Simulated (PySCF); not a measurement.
SMILES [OH+]=[SiH2] (charge +1), singlet (PBE0/def2-SVP optimised geometry):

```
5

O     -0.590     1.179     0.000
Si     0.045    -0.272     0.000
H     -1.515     1.472     0.000
H     -0.816    -1.472     0.000
H      1.515    -0.272     0.000
```

Method: PBE0/def2-TZVP in PySCF.

Q: What are the frontier orbital energies?

A: HOMO-2 -18.29 eV, HOMO-1 -17.47 eV, HOMO -16.69 eV, LUMO -8.88 eV, LUMO+1 -6.34 eV.

On the same geometry PBE/def2-TZVP in PySCF gives HOMO-2 -16.65 eV, HOMO-1 -15.89 eV, HOMO -15.17 eV, LUMO -9.84 eV, LUMO+1 -7.38 eV.

Meta-Löwdin charges at PBE0/def2-TZVP: O1 -0.63, Si2 1.19, H3 0.42, H4 0.00, H5 0.02.
